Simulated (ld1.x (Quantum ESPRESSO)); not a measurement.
**Tm (Z = 69): what ld1.x (Quantum ESPRESSO) 7.5 does with a changed input**

Command:

```bash
ld1.x < Tm.in > Tm.out
```

Input:

```
&input
   title='Tm', zed=69., rel=1, dft='PBESOL', iswitch=3,
   config='[Xe] 4f12 5d1 6s0 6p0',
   nld=3, rlderiv=3.00, eminld=-7.0, emaxld=5.0, deld=0.02
 /
 &inputp
   pseudotype=1, tm=.true., lloc=-2, rcloc=1.90,
   nlcc=.true., rcore=1.35,
   file_pseudopw='Tm.UPF', file_wfcaegen='ae.wfc', file_wfcncgen='nc.wfc', file_beta='beta', file_chi='chi'
 /
3
5S  1  0   2.00   0.00  1.60  1.60  0.0
5P  2  1   6.00   0.00  1.65  1.65  0.0
5D  3  2   1.00   0.00  2.75  2.75  0.0
 &test
   configts(1)='5s2 5p6 5d1 6s0 6p0'
 /
```

This is an input that runs to its end, with one change: pseudotype changed from 2 to 1.

Problem. How does the run end?

Solution. The program runs through. The occupied levels of the test differ from the all-electron ones by at most 0.00002 Ry (unchanged input: 0.00002 Ry).

```

     Etot =  -27124.549201 Ry,  -13562.274601 Ha, -369048.292532 eV
     Etotps =   -84.177950 Ry,     -42.088975 Ha,   -1145.299349 eV

     Ekin =      22.458454 Ry,      11.229227 Ha,     305.562834 eV
     Encl =    -132.988725 Ry,     -66.494363 Ha,   -1809.403783 eV
     Ehrt =      49.841030 Ry,      24.920515 Ha,     678.121764 eV
     Ecxc =     -16.383602 Ry,      -8.191801 Ha,    -222.910257 eV
     (Ecc =      -4.607522 Ry,      -2.303761 Ha,     -62.688524 eV)
     Epseu=      -7.105107 Ry,      -3.552554 Ha,     -96.669907 eV

     ---------------------- End of pseudopotential test ----------------------
```
